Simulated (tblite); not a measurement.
Parent: `[CH3:1][c:2]1[cH:3][p:4][cH:5][s:6]1`, C4H5PS.

The geometries are computed with GFN2-xTB (gas phase). One conformer each, not checked by frequencies here.

| coordinate of the parent | value |
| --- | --- |
| C1–C2 | 1.491 Å |
| C2–C3 | 1.354 Å |
| C3–P4 | 1.767 Å |
| P4–C5 | 1.702 Å |
| C5–S6 | 1.714 Å |
| C2–S6 | 1.732 Å |
| C1–C2–C3 | 126.5° |
| C1–C2–S6 | 118.2° |
| C3–C2–S6 | 115.3° |
| C2–C3–P4 | 118.5° |
| C3–P4–C5 | 92.6° |
| P4–C5–S6 | 118.6° |
| C2–S6–C5 | 95.1° |

Task: How does the shared frame change in `[CH3:1][O:2][C:3](=[O:4])[c:5]1[p:6][cH:7][c:8]([CH3:9])[s:10]1` with C1–O2–C3–O4 0°, O2–C3–C5–P6 0°, C6H7O2PS? Atoms pair as C1 = C9, C2 = C8, C3 = C7, P4 = P6, C5 = C5, S6 = S10 (parent first).

Result: 
| parent | relative | value in the relative | change |
| --- | --- | --- | --- |
| C1–C2 | C9–C8 | 1.490 Å | -0.001 |
| C2–C3 | C8–C7 | 1.360 Å | +0.006 |
| C3–P4 | C7–P6 | 1.761 Å | -0.006 |
| P4–C5 | P6–C5 | 1.722 Å | +0.020 |
| C5–S6 | C5–S10 | 1.726 Å | +0.012 |
| C2–S6 | C8–S10 | 1.729 Å | -0.003 |
| C1–C2–C3 | C9–C8–C7 | 125.9° | -0.6 |
| C1–C2–S6 | C9–C8–S10 | 118.0° | -0.2 |
| C3–C2–S6 | C7–C8–S10 | 116.1° | +0.8 |
| C2–C3–P4 | C8–C7–P6 | 118.7° | +0.2 |
| C3–P4–C5 | C7–P6–C5 | 92.1° | -0.5 |
| P4–C5–S6 | P6–C5–S10 | 118.7° | +0.1 |
| C2–S6–C5 | C8–S10–C5 | 94.3° | -0.8 |

Of the parent's bonds, P4–C5 changes most (+0.020 Å). Bonds of the relative outside the shared frame: C1–O2 1.417, O2–C3 1.349, C3=O4 1.207, C3–C5 1.450 Å. Point group Cs → Cs.

Task: How does the shared frame change in `[CH3:1][S:2][c:3]1[cH:4][p:5][cH:6][s:7]1` with C1–S2–C3–C4 180°, C4H5PS2? Atoms pair as C2 = C3, C3 = C4, P4 = P5, C5 = C6, S6 = S7 (parent first).

Result: 
| parent | relative | value in the relative | change |
| --- | --- | --- | --- |
| C2–C3 | C3–C4 | 1.360 Å | +0.006 |
| C3–P4 | C4–P5 | 1.761 Å | -0.006 |
| P4–C5 | P5–C6 | 1.703 Å | +0.001 |
| C5–S6 | C6–S7 | 1.716 Å | +0.002 |
| C2–S6 | C3–S7 | 1.733 Å | +0.001 |
| C3–C2–S6 | C4–C3–S7 | 116.1° | +0.8 |
| C2–C3–P4 | C3–C4–P5 | 117.7° | -0.8 |
| C3–P4–C5 | C4–P5–C6 | 93.0° | +0.4 |
| P4–C5–S6 | P5–C6–S7 | 118.7° | +0.1 |
| C2–S6–C5 | C3–S7–C6 | 94.5° | -0.6 |

Of the parent's bonds, C2–C3 and C3–P4 change most and about equally (-0.006 to +0.006 Å). Bonds of the relative outside the shared frame: C1–S2 1.815, S2–C3 1.754 Å. Point group Cs → Cs.
